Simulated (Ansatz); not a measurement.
Species: SiBr, charge 0, doublet. SiBr (SMILES [Si]Br, doublet).
B3LYP-D3(BJ)/def2-TZVP minimum from Ansatz (a program for electronic structure):
```
Si
Br 1 2.2523
```
Charge 0, spin multiplicity 2.

Property: atomisation energy (electronic, to ground-state atoms), in kcal/mol. Radicals and triplets start from unrestricted determinants; spin-orbit coupling is neglected. Cores are frozen in correlated methods (noble-gas shells, and filled d and f shells in the p block). No relativity. CBS(X,Y): correlation extrapolated as X^-3, Hartree-Fock from the larger set. A bracket is a step between two methods taken in the basis named. Double hybrids freeze cores in their MP2 part. Spin-orbit terms, left out, reach several kcal/mol for Br and I, and more for heavier atoms.

CCSD(T)/CBS(def2-TZVPP,def2-QZVPP) + [CCSDT(Q) - CCSD(T)]/def2-QZVPP + [CCSDTQ - CCSDT(Q)]/def2-SVP (Ansatz) gives 89.5 kcal/mol.

**Question.** What does PBE/def2-TZVPD (Ansatz) give here, and how do the other levels compare?

**Answer.** PBE gives 94.0 kcal/mol, 4.5 kcal/mol above it. Differences of the others: r2SCAN/def2-TZVPD (Ansatz) 2.6; B3LYP/def2-TZVPD (Ansatz) -1.4; B2PLYP/def2-TZVPD (Ansatz) -1.7; CCSD(T)/CBS(def2-TZVPP,def2-QZVPP) (Ansatz) -0.1 kcal/mol.
